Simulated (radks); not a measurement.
The numbers below are computed, except where a source is named.
Question: F II, 8 electrons, occupied as [He] 2s2 2p4. Code: a radial shooting solver on a logarithmic mesh with Libxc functionals. Model: Dirac Kohn-Sham, PBE, spin-unpolarised, spherical densities, finite nucleus; open shells are shared between the two j in proportion to 2j + 1; Fermi nuclear charge, rms radius 2.8976 fm. Some entries of the table are withheld. Estimate them.

orbital     occ.  eigenvalue (eV)  <r> (bohr)
1s1/2          2        -684.1001         (1)
2s1/2          2         -47.3860         (2)
2p1/2    1.33333              (3)      0.9821
2p3/2    2.66667              (4)      0.9838

Answer: 
(1) 1s1/2 <r> (bohr): 0.1763
(2) 2s1/2 <r> (bohr): 0.9614
(3) 2p1/2 eigenvalue (eV): -28.3568
(4) 2p3/2 eigenvalue (eV): -28.2823
